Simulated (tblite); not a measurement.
Compound: C₆H₁₀FP.
Z-matrix (Å and degrees, GFN2-xTB geometry), rows numbered from 1:
```
C 
P   1  1.6954
C   2  1.8228  1  110.14
C   2  1.8447  1  109.24  3   118.54
C   4  1.4937  2  105.26  1   115.73
C   5  1.3237  4  115.54  2    16.14
F   6  1.3503  5  122.72  4  -178.86
C   6  1.4871  5  119.83  4     0.87
H   1  1.0867  2  112.16  3    57.17
H   1  1.0871  2  111.72  3  -176.18
H   3  1.0887  2  110.87  1   167.56
H   3  1.0889  2  109.27  1   -71.52
H   3  1.0885  2  107.57  1    46.63
H   4  1.0951  2  110.74  1  -123.46
H   4  1.0928  2  108.70  1    -5.02
H   5  1.0774  4  121.07  2  -163.31
H   8  1.0921  2  112.64  1   142.94
H   8  1.0935  2  111.93  1    20.75
```

All values are computed: GFN2-xTB (tblite) harmonic vibrations without scaling, gas phase. Errors from tens to a few hundred cm⁻¹ against measured bands are possible. One conformer, not necessarily the lowest.

Harmonic wavenumbers (cm⁻¹): 35.6, 131.7, 178.9, 225.2, 233.3, 257.1, 272.1, 366.9, 376.6, 390.2, 428.4, 559.2, 641.8, 710.5, 727.4, 739.8, 763.2, 769.1, 801.0, 839.2, 850.1, 898.9, 928.1, 1016.3, 1033.5, 1052.8, 1076.0, 1110.1, 1188.0, 1200.9, 1268.8, 1299.8, 1387.4, 1413.6, 1416.7, 1422.7, 1430.9, 1723.0, 2910.0, 2942.7, 2954.8, 2960.3, 2975.5, 2993.9, 2996.1, 3004.8, 3013.1, 3114.3.

A = 3156, B = 1141, C = 1080 MHz; mass 132.050 u (most abundant isotopes); point group C1, symmetry number 1.

Task: What is the zero-point energy?

Result: Half the sum of the wavenumbers: 30515 cm⁻¹ = 365.04 kJ/mol.

Task: Give the ideal-gas entropy at 273.15 K and 1 bar in the rigid-rotor, harmonic-oscillator model (classical rotation).

Result: Translation 167.94, rotation 119.43, vibration 95.82: S = 383.2 J/(mol K).

Task: And Cp and H(273.15 K) − H(0)?

Result: Cp = 148.69 J/(mol K), of which vibrations give 115.43 (their classical limit is 48 R = 399.1); H(273.15 K) − H(0) = 23.76 kJ/mol without the zero-point energy, 14.68 from vibrations.

Task: How do the functions run with temperature in this model?

Result: 
| T (K) | S (J/(mol K)) | Cp (J/(mol K)) | H − H(0) (kJ/mol) | G − H(0) (kJ/mol) | ln q(vib) |
| --- | --- | --- | --- | --- | --- |
| 50 | 240.8 | 46.5 | 1.96 | -10.08 | 0.48 |
| 100 | 279.9 | 69.6 | 4.85 | -23.14 | 1.29 |
| 298.15 | 396.7 | 159.9 | 27.62 | -90.65 | 5.66 |
| 373.15 | 436.0 | 191.3 | 40.81 | -121.89 | 7.48 |
| 500 | 498.3 | 234.8 | 67.97 | -181.21 | 10.61 |
| 750 | 605.4 | 292.6 | 134.48 | -319.60 | 16.65 |
| 1000 | 695.1 | 329.9 | 212.61 | -482.47 | 22.28 |

q(vib) and H(0) count from the zero-point level.

Task: Which modes carry the vibrational entropy at 273.15 K?

Result: 35.6 cm⁻¹: 22.24; 131.7 cm⁻¹: 11.52; 178.9 cm⁻¹: 9.11; 225.2 cm⁻¹: 7.37; 233.3 cm⁻¹: 7.11; 257.1 cm⁻¹: 6.40 J/(mol K); the other 42 give 32.07 together.

Task: Blend soft modes into free rotors: weight 1/[1 + (100 cm⁻¹/ν̃)⁴] for the oscillator and the rest for a rotor with moment μB/(μ + B), μ = h/(8π²ν), B = 10⁻⁴⁴ kg m². What vibrational entropy results?

Result: 89.45 J/(mol K) in place of 95.82, which changes −T·S at 273.15 K by +1.74 kJ/mol.

Task: What must be added to the electronic energy to get the Gibbs energy at 273.15 K and 1 bar?

Result: ZPE + [H(273.15 K) − H(0)] − T·S = 365.04 + 23.76 − 104.67 = 284.13 kJ/mol.

Hindered rotation and anharmonicity are outside this model. Other conformers, if any are populated, would add a mixing term that is left out. The structure is chiral; the term R ln 2 for an equal mix with its mirror image is left out.

Time: 0.67 s of wall time. Hardware: Arm Neoverse V1, one thread, shared host. This covers the Hessian and the dipole derivatives.
